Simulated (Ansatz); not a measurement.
Relaxation of GeH5S (7 atoms, charge 1, multiplicity 1), to a largest force component of 0.015 eV/Å in at most 40 steps.

Level of theory: RKS PBE-D4/def2-SVP (Ansatz 0.2.0).

```xyz
7
Properties=species:S:1:pos:R:3
S -0.239 -1.388 -0.402
Ge 0.395 0.878 -0.091
H 0.993 -1.875 -0.636
H -0.536 -1.297 -1.711
H -0.113 1.501 -1.350
H -0.331 1.261 1.163
H 1.879 0.757 0.028
```

Where does it end, and by what steps?

The run converged. The force dipped under the threshold on the way, but the program's further checks kept it going. Limits of this set-up: the dipole of an ion depends on the origin. After 26 steps the energy has fallen by 0.121 eV; H3 moved furthest, 0.80 Å.

```
step  energy less start (eV)  largest force component (eV/Å)  accepted
   0                  0.0000                           0.799       yes
   1                 -0.0810                           0.240       yes
   2                 -0.0833                           0.208       yes
   3                 -0.0909                           0.021       yes
   4                 -0.0911                           0.005       yes
   5                 -0.0911                           0.007       yes
   6                 -0.0848                           0.390        no
   7                 -0.0913                           0.021       yes
   8                 -0.0915                           0.021       yes
   9                 -0.0920                           0.060       yes
  10                 -0.0815                           0.568        no
  11                 -0.0910                           0.143        no
  12                 -0.0938                           0.032       yes
  13                 -0.0963                           0.162       yes
  14                 -0.0974                           0.297       yes
  15                 -0.1015                           0.214       yes
  16                 -0.1116                           0.086       yes
  17                 -0.1147                           0.207       yes
  18                 -0.1144                           0.326        no
  19                 -0.1183                           0.065       yes
  20                 -0.1201                           0.029       yes
  21                 -0.1198                           0.130        no
  22                 -0.1173                           0.131        no
  23                 -0.1207                           0.009       yes
  24                 -0.1209                           0.030       yes
  25                 -0.1210                           0.019       yes
  26                 -0.1210                           0.004       yes
```

```xyz
7
Properties=species:S:1:pos:R:3
S -0.437 -1.274 -0.692
Ge 0.390 0.955 -0.144
H 0.506 -2.004 -0.017
H 0.193 -1.424 -1.900
H -0.454 1.755 -1.147
H -0.048 0.997 1.328
H 1.896 0.833 -0.428
```

Whether the end is a true minimum wasn't checked by a vibrational analysis.

Time of the run: 44 s on 1 thread of Intel(R) Xeon(R) Platinum 8259CL CPU @ 2.50GHz (Skylake/Cascade Lake) (shared host), peak memory 0.15 GiB.
